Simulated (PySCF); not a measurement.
# GeSe and its ions

RHF; PySCF, scalar-relativistic core potentials, basis sets Ge cc-pVDZ-PP with ECP10, Se cc-pVDZ-PP with ECP10. Neutral (RHF): singlet (closed shell), Re = 2.123 Å, ωe = 443 cm⁻¹, De = 2.66 eV, HOMO -9.61 eV, LUMO 0.53 eV.

GeSe⁺ (UHF): doublet (π ↑), Re = 2.289 Å, ωe = 336 cm⁻¹, De = 1.78 eV to Ge⁺ + Se. The energies at the minima are -665.28344 hartree for GeSe and -664.97876 for GeSe⁺.

Q: Work out the adiabatic ionisation energy, without and with harmonic zero-point energies (1 hartree = 27.2114 eV, 1 eV = 8065.5 cm⁻¹), and the change of the bond length.

A: At HF: 0.30468 hartree = 8.291 eV between the minima; the zero-point term (336.0 − 443.0)/2 cm⁻¹ = -0.007 eV makes it 8.284 eV. Re changes by +16.6 pm against the neutral. Minus the HOMO energy is 9.61 eV, +1.32 eV from the value between the minima; Hartree–Fock orbital energies leave out relaxation and correlation. The electron leaves a π orbital, and the longer bond of the ion fits a bonding orbital, or a change in how ionic the bond is.

Spin–orbit coupling is left out. For an ion De counts to the pair picked by the measured ionisation energies or electron affinities, which need not be the lowest pair at this level. Where the molecule has an RHF reference, its open-shell atoms are computed with UHF. Hartree–Fock leaves out correlation, which carries a large part of most bond energies and some tenths to 1 eV of ionisation energies. States were picked by a PBE0 search and need not be the measured ground states.

Neutral and ion stand on different kinds of reference determinant, which adds to the error of the difference.
